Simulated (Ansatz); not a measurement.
`[SiH3][SiH2]Br` + H₂Se → `[SeH][SiH2]Br` + SiH₄ at 700 K and 1 bar (cleavage of the Si–Si bond).

Isolated molecules relaxed with PBE0-D4/def2-TZVP in Ansatz; ΔE leaves out vibrations. CCSD(T)/CBS is the MP2 limit (def2-TZVPP, def2-QZVPP) plus CCSD(T) − MP2 in def2-TZVPP, frozen cores. This one scheme is used for every species. For Br, Se outer-core shells are correlated without core-valence functions, which leaves a few kJ/mol of doubt a bond. Scalar relativity is left out up to krypton. Each species was taken in one conformer, which may not be the lowest.

| species | CCSD(T)/CBS energy (Eh) | H − E (kJ/mol) | S (J/(mol·K)) |
| --- | --- | --- | --- |
| `[SiH3][SiH2]Br` | -3154.51510 | 177.9 | 432.7 |
| H₂Se | -2401.89790 | 61.1 | 251.1 |
| `[SeH][SiH2]Br` | -5264.97418 | 124.2 | 409.1 |
| SiH₄ | -291.46306 | 115.5 | 252.9 |

H − E and S are ideal-gas, rigid-rotor, harmonic terms from PBE0-D4/def2-TZVP, for one conformer and one mirror image of each species. 1 Eh = 2625.50 kJ/mol, R = 8.31446 J/(mol·K).

By hand: ΔE, ΔH, ΔS and ΔG.

ΔE = (-5264.97418) + (-291.46306) − (-3154.51510) − (-2401.89790) = -0.02424 Eh = -63.6 kJ/mol. Δ(H − E) = 124.2 + 115.5 − 177.9 − 61.1 = 0.7, so ΔH = -62.9 kJ/mol. ΔS = 409.1 + 252.9 − 432.7 − 251.1 = -21.8 J/(mol·K). ΔG = -62.9 − 700 × (-21.8)/1000 = -47.6 kJ/mol.

By hand: the equilibrium constant, and the temperature at which ΔG would vanish if ΔH and ΔS stayed fixed.

log₁₀ K = −ΔG/(RT ln 10) = 3.6. ΔG = 0 at ΔH/ΔS = 2885 K, far beyond where these terms or the molecules hold.

ΔH outweighs TΔS. A doubt of 5 kJ/mol in ΔE shifts log₁₀ K by 0.4 here. Other conformers and mirror images would add mixing entropy, several J/(mol·K) or more a flexible species. These are equilibria of isolated gas molecules and say nothing of rates. Largest T1 diagnostic: 0.011 (customary marks: 0.02 for closed shells, 0.045 for open ones).
